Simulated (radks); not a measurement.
Values are calculated unless marked as measured or tabulated.
The zirconium ion Zr5+ is in [Ar] 3d10 4s2 4p5. Level of theory: scalar-relativistic Kohn-Sham, PBEsol, spin-polarised, spherical densities, finite nucleus; Fermi nuclear charge, rms radius of each element as measured or else 0.836 A^(1/3) + 0.57 fm (a radial shooting solver on a logarithmic mesh with Libxc functionals). Open shells are filled with parallel spins first. One electron is removed from 4s, 4p, 3p, 3d in turn, with full relaxation. Which removal costs least, and what does each cost?

Answer. 4p 96.640 eV; 4s 120.67 eV; 3d 256.08 eV; 3p 398.15 eV. The 4p electron leaves first.
